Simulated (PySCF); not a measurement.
**Fractional electron number in Pd⁺ (palladium, charge +1)**

The 4d beta orbital of [Kr] 4d9 is emptied in steps (occupation f), with all orbitals relaxed, ending at [Kr] 4d8. All numbers are calculated (PySCF 2.14, scalar relativity through the core potential, in def2-TZVP with the def2 core potential (28 electrons) (6s4p3d1f, 40 functions)). The exact energy is a straight line in f; departures are measured from the line between the end points of the same method.

```json
{"f": "1", "PBE0 (eV)": "0.000", "r2SCAN (eV)": "0.000", "LC-wPBE (eV)": "0.000"}
{"f": "0.9", "PBE0 (eV)": "-0.356", "r2SCAN (eV)": "-0.491", "LC-wPBE (eV)": "-0.098"}
{"f": "0.7", "PBE0 (eV)": "-0.836", "r2SCAN (eV)": "-1.152", "LC-wPBE (eV)": "-0.233"}
{"f": "0.5", "PBE0 (eV)": "-1.002", "r2SCAN (eV)": "-1.376", "LC-wPBE (eV)": "-0.283"}
{"f": "0.3", "PBE0 (eV)": "-0.846", "r2SCAN (eV)": "-1.159", "LC-wPBE (eV)": "-0.241"}
{"f": "0.1", "PBE0 (eV)": "-0.365", "r2SCAN (eV)": "-0.497", "LC-wPBE (eV)": "-0.105"}
{"f": "0", "PBE0 (eV)": "0.000", "r2SCAN (eV)": "0.000", "LC-wPBE (eV)": "0.000"}
```

**Question.** For LC-wPBE, how does the orbital energy at f = 1 compare with the removal energy?

**Answer.** −ε = 18.322 eV against a total-energy difference of 19.395 eV. By Janak's theorem ε = ∂E/∂f, so the gap between them reflects the curvature. Along the path −ε is 18.513 (f = 0.9), 18.926 (f = 0.7), 19.371 (f = 0.5), 19.837 (f = 0.3), 20.318 (f = 0.1) eV.

| method | E(f=0) − E(f=1) (eV) | −ε at f=1 (eV) | −ε at f=0.5 (eV) |
| --- | --- | --- | --- |
| PBE0 | 19.439 | 15.503 | 19.410 |
| r2SCAN | 19.244 | 13.805 | 19.224 |
| LC-wPBE | 19.395 | 18.322 | 19.371 |

Reference removal energy between the ground levels: 19.43 ± 0.12 eV (semi-empirical (NIST evaluation); NIST Atomic Spectra Database, ionization energies). The calculation has no spin-orbit coupling. The determinant left behind need not be the lowest term of the ion.
